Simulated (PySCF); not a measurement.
## Ga: excitation energy

Ga [Ar] 3d10 4s2 4p1 (2P) → Ga [Ar] 3d10 4s1 4p2 (4P), as a difference of total energies. Computed with PySCF 2.14 in x2c-QZVPPall with one added diffuse shell each of s, p, d, f type (12s8p6d5f1g, 110 functions), with the spin-free X2C one-electron Hamiltonian (Gaussian nucleus). Correlated levels: valence: [Ar] 3d10 frozen; valence and next inner shell: [Ne] frozen. The calculations carry no spin-orbit coupling.

```json
{"method": "UHF", "excitation energy (cm⁻¹)": "26631"}
{"method": "LDA", "excitation energy (cm⁻¹)": "42992"}
{"method": "PBE", "excitation energy (cm⁻¹)": "41289"}
{"method": "PBE0", "excitation energy (cm⁻¹)": "38523"}
{"method": "r2SCAN", "excitation energy (cm⁻¹)": "37596"}
{"method": "r2SCANh", "excitation energy (cm⁻¹)": "37063"}
{"method": "LC-wPBE", "excitation energy (cm⁻¹)": "36610"}
{"method": "M06-L", "excitation energy (cm⁻¹)": "43042"}
{"method": "MP2 (valence)", "excitation energy (cm⁻¹)": "32611"}
{"method": "SCS-MP2 (valence)", "excitation energy (cm⁻¹)": "34935"}
{"method": "MP2 (valence and next inner shell)", "excitation energy (cm⁻¹)": "37122"}
{"method": "SCS-MP2 (valence and next inner shell)", "excitation energy (cm⁻¹)": "38796"}
```
